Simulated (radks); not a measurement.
Task: The scandium ion Sc4+, configuration [Ne] 3s2 3p5. Method: scalar-relativistic Kohn-Sham, PBEsol, spin-polarised, spherical densities, point nucleus; open shells are filled with parallel spins first; computed with a radial shooting solver on a logarithmic mesh with Libxc functionals. Some entries of the table are withheld. Estimate them.

orbital  occ.  eigenvalue (hartree)  <r> (bohr)
1s up       1             -163.4842     0.07311
1s down     1             -163.4704     0.07310
2s up       1             -19.47896      0.3436
2s down     1             -19.46693      0.3435
2p up       3             -16.33543      0.3075
2p down     3             -16.31863      0.3075
3s up       1              -3.90334       1.031
3s down     1              -3.84584       1.034
3p up       3              -3.08670         (1)
3p down     2              -3.03135         (2)

Result: 
(1) 3p up <r> (bohr): 1.087
(2) 3p down <r> (bohr): 1.091
